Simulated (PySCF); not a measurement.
C₅H₂ClF₃O (charge -1 and doublet state).
Z-matrix (Å and degrees, GFN2-xTB geometry), rows numbered from 1:
```
F 
C   1  1.3414
F   2  1.3745  1  105.03
F   2  1.3785  1  104.68  3  -107.11
C   2  1.4547  1  115.47  3   127.64
C   5  1.4174  2  127.75  1    -8.95
Cl  6  1.9983  5  115.59  2   -60.55
O   6  1.3655  5  107.04  2   178.37
C   8  1.3648  6  108.76  5    -1.45
C   9  1.3565  8  110.68  6     0.27
H   9  1.0732  8  116.97  6  -178.67
H  10  1.0736  5  126.34  2     1.93
```

The hyperfine couplings belong to this conformer and change with its torsions.

As a line formula: `[CH]1OC(Cl)=C(C(F)(F)F)[CH-]1` [radical] (charge -1).

Computed with UKS B3LYP, pcH-1 on C Cl F H O, non-relativistic, mean-field spin-orbit, GIAO in PySCF 2.14.0. Whether the extra electron is bound in the gas phase wasn't checked; a finite basis holds it in any case. A GFN2-xTB geometry isn't a minimum of the functional, and hyperfine couplings can be far from their values at a DFT geometry, by a factor of two or more for some ions and for spin on atoms past the first row. The SCF solution wasn't tested for stability.

Task: Predict the first-order ENDOR lines of C9, C5, C2, C10, F1/F3/F4, H12, H11 and Cl7 under fast tumbling at B = 335.3 mT (X band).

Result: ν± = |νn ± a/2|, one line for each electron-spin manifold; νn = |g_N| × 7.62259 MHz/T × B.

```tsv
nuclei	isotope	g_N	νn (MHz)	a_iso (MHz)	lower line (MHz)	upper line (MHz)
C9	13C	1.4048	3.59	37.05	14.93	22.12
C5	13C	1.4048	3.59	34.52	13.67	20.85
C2	13C	1.4048	3.59	-6.33	0.43	6.75
C10	13C	1.4048	3.59	0.87	3.15	4.03
F1/F3/F4	19F	5.2577	13.44	31.68	2.40	29.28
H12	1H	5.5857	14.28	4.76	11.90	16.66
H11	1H	5.5857	14.28	-4.66	11.95	16.61
Cl7	35Cl	0.5479	1.40	145.06	71.13	73.93
```

The rows for 13C, of low natural abundance, apply to labelled samples.

Task: Which pairs are centred on the nuclear Larmor frequency, and which on half the coupling?

Result: Centred on νn, since |a| < 2νn: C2, C10, H12 and H11. Centred on |a|/2 and split by 2νn: C9, C5, F1/F3/F4 and Cl7.

Means are taken over nuclei equivalent by connectivity, which assumes that they swap fast. The three 19F nuclei of mean +31.7 MHz run from 0.2 to 65.4 MHz in the frozen geometry.

Main isotope only: 35Cl (natural samples also hold 24 % 37Cl, magnetic too, which adds its own pattern).

The SMILES draws the unpaired electron on C9; the largest computed Mulliken spin population is on C6 (0.51 against 0.11).
